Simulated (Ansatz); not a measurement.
CH9BSSi2 (`BC[SiH2]S[SiH3]`) at its PBE0-D4/def2-TZVP geometry, where that method's forces vanish. Total charge 0; spin multiplicity 1.

```xyz
14

B     0.0438    1.7422   -0.3658
C    -1.1419    0.8622   -0.8451
Si   -0.2501   -0.7398   -1.2397
S     1.6469   -0.7388   -0.2167
Si    0.9076   -1.0587    1.7665
H     0.2433    1.9276    0.8001
H     0.7615    2.2764   -1.1613
H    -1.5938    1.1931   -1.7844
H    -1.9121    0.6731   -0.0958
H    -1.0372   -1.9395   -0.8521
H     0.1115   -0.8099   -2.6759
H     1.7303   -0.2542    2.7004
H    -0.5147   -0.6378    1.8457
H     1.0047   -2.4959    2.1241
```

Problem. What forces (eV/Å) does ωB97M-V/def2-TZVPP give on these atoms in the Gaussian-basis code of Ansatz? (Estimate.)

Solution. The calculation gave: 
```
B1   0.068  0.177  0.054
C2  -0.056 -0.044 -0.020
Si3 -0.059 -0.163 -0.139
S4   0.030 -0.022 -0.012
Si5 -0.036 -0.036  0.183
H6  -0.017 -0.032 -0.140
H7  -0.086 -0.078  0.098
H8   0.036 -0.016  0.072
H9   0.058  0.022 -0.046
H10  0.088  0.139 -0.038
H11 -0.051  0.012  0.163
H12 -0.105 -0.097 -0.112
H13  0.146 -0.039 -0.022
H14 -0.017  0.175 -0.042
```
